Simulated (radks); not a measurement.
All-electron atom: Si V in [Ne]. All-electron calculation, non-relativistic Kohn-Sham, r2SCAN, spin-polarised, spherical densities, point nucleus; meta-GGA in the generalised Kohn-Sham scheme. Program: a radial shooting solver on a logarithmic mesh with Libxc functionals.

Normalised radial functions P(r) = r R(r), r in bohr:

r	1s	2p
0.007247	0.6652	0.0044
0.007978	0.7248	0.0053
0.008852	0.7945	0.0064
0.009744	0.8637	0.0077
0.01081	0.9441	0.0095
0.0119	1.0236	0.0114
0.01321	1.1153	0.0139
0.01454	1.2050	0.0167
0.01613	1.3077	0.0203
0.01775	1.4072	0.0243
0.0197	1.5197	0.0296
0.02169	1.6272	0.0353
0.02406	1.7468	0.0428
0.02649	1.8590	0.0510
0.02939	1.9811	0.0616
0.03235	2.0929	0.0731
0.0359	2.2108	0.0879
0.03951	2.3146	0.1039
0.04384	2.4189	0.1243
0.04826	2.5049	0.1462
0.05355	2.5839	0.1738
0.05895	2.6405	0.2032
0.06541	2.6809	0.2397
0.072	2.6960	0.2782
0.07989	2.6852	0.3254
0.08794	2.6481	0.3743
0.09758	2.5769	0.4332
0.1074	2.4820	0.4931
0.1192	2.3482	0.5637
0.1312	2.1980	0.6337
0.1456	2.0099	0.7143
0.1602	1.8172	0.7922
0.1778	1.5943	0.8787
0.1957	1.3823	0.9586
0.2172	1.1541	1.0429
0.239	0.9517	1.1159
0.2652	0.7491	1.1869
0.292	0.5827	1.2421
0.324	0.4278	1.2872
0.3566	0.3097	1.3123
0.3957	0.2087	1.3191
0.4356	0.1384	1.3049
0.4833	0.0840	1.2667
0.532	0.0501	1.2108
0.5903	0.0269	1.1294
0.6498	0.0141	1.0376
0.721	0.0065	0.9240
0.7936	0.0029	0.8105
0.8806	0.0011	0.6832
0.9694	0.0004	0.5669
1.076	0.0001	0.4474
1.184	0.0000	0.3472
1.314	0.0000	0.2530
1.446	0.0000	0.1811
1.605	0.0000	0.1198
1.766	0.0000	0.0778
1.96	0.0000	0.0458

1s: eigenvalue -1847.3 eV, 0 radial nodes, <r> = 0.112 bohr, 90 % of the charge inside 0.199 bohr. 2p: eigenvalue -150.43 eV, 0 radial nodes, <r> = 0.531 bohr, 90 % of the charge inside 0.887 bohr.
